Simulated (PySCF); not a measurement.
Peak assignment

Cartesian coordinates in Å; atom numbers follow the order of the lines, from 1:
```xyz
22

C     3.0016   -0.2616    0.7000
C     2.2808    0.0316   -0.6179
C     0.8155    0.2681   -0.3764
C    -0.0677   -0.7998   -0.4262
C    -1.4513   -0.6829   -0.1719
C    -2.3975   -1.8486   -0.2383
F    -1.7520   -3.0194   -0.5456
C    -1.8223    0.5883    0.1327
C    -0.9513    1.6542    0.1859
C     0.3791    1.5754   -0.0569
C    -2.3875    1.9238    0.4722
H     2.8894    0.5724    1.3894
H     4.0621   -0.4272    0.5249
H     2.5841   -1.1501    1.1678
H     2.7250    0.9147   -1.0818
H     2.4159   -0.8131   -1.2958
H     0.3178   -1.7773   -0.6753
H    -3.1570   -1.6932   -1.0152
H    -2.8944   -2.0058    0.7274
H     1.0732    2.4022   -0.0249
H    -2.9820    2.4464   -0.2695
H    -2.6920    2.1212    1.4945
```

[PySCF 2.14.0 with density-fitted response routines: structure optimised with GFN2-xTB; shielding tensors at PBE0/pcSseg-1 (GIAO); equivalent nuclei averaged; one computed conformer; non-relativistic Hamiltonian; no solvent]

Scale: 13C (σ = 186.93 ppm), 1H (σ = 31.72 ppm) against TMS (reference shieldings calculated alike).

Q: Assign these signals to the numbered atoms. 13C{1H} NMR (computed): δ 154.5 (C), 134.2 (C), 131.4 (C), 128.5 (CH), 123.9 (C), 117.1 (CH), 86.2 (CH2), 35.4 (CH2), 23.5 (CH2), 22.9 (CH3).

A: 
| δ (ppm) | atoms | environment | reason |
| --- | --- | --- | --- |
| 154.5 | C3 | substituted aromatic carbon | – |
| 134.2 | C9 | substituted aromatic carbon | – |
| 131.4 | C5 | substituted aromatic carbon | – |
| 128.5 | C4 | aromatic CH | the aromatic region |
| 123.9 | C8 | substituted aromatic carbon | – |
| 117.1 | C10 | aromatic CH | – |
| 86.2 | C6 | sp3 CH2 bonded to F, on an aromatic ring | pulled downfield by the heteroatom |
| 35.4 | C2 | sp3 CH2 on an aromatic ring | a saturated carbon with 2 carbon neighbours and no heteroatom attached |
| 23.5 | C11 | three-membered-ring carbon | carbons of three-membered rings are unusually shielded |
| 22.9 | C1 | methyl carbon | aliphatic region, no heteroatom directly attached |

C11 and C1 lie closer than the usual error of such a calculation, so a measured spectrum could show them in the other order.

Q: Assign these signals to the numbered atoms. 1H NMR (300 MHz, computed): δ 7.49 (m, 1H), 7.29 (s, 1H), 6.03 (m, 2H), 3.45 (s, 2H), 2.76 (q, 2H), 1.21 (t, 3H).

A: 
```tsv
δ (ppm)	atoms	environment	reason
7.49	H17	hydrogen on an aromatic CH	aromatic region
7.29	H20	hydrogen on an aromatic CH	–
6.03	H18/H19	hydrogen on an sp3 CH2 bonded to F, on an aromatic ring	its carbon carries F, which withdraws density
3.45	H21/H22	hydrogen on a three-membered-ring carbon	–
2.76	H15/H16	hydrogen on an sp3 CH2 on an aromatic ring	benzylic-type position, deshielded by the ring
1.21	H12/H13/H14	hydrogen on a methyl carbon	–
```

Splittings by 19F in the carbon and heteronuclear signals aren't shown, as no couplings were computed. Shifts are as computed. Against solution values, carbons near 30 ppm lie about +3 ppm off and those near 130 ppm about +5 ppm. Of 1211 compounds with measured shifts, 218 miss one by over three times the rms of a fit or turn the order of signals round; such compounds aren't used in these exercises. No couplings were computed; multiplicities are counted from neighbouring protons, with m where these are inequivalent, close in shift, in a saturated or five-membered ring or joined by F or P, and br s for small geminal =CH2 splittings.
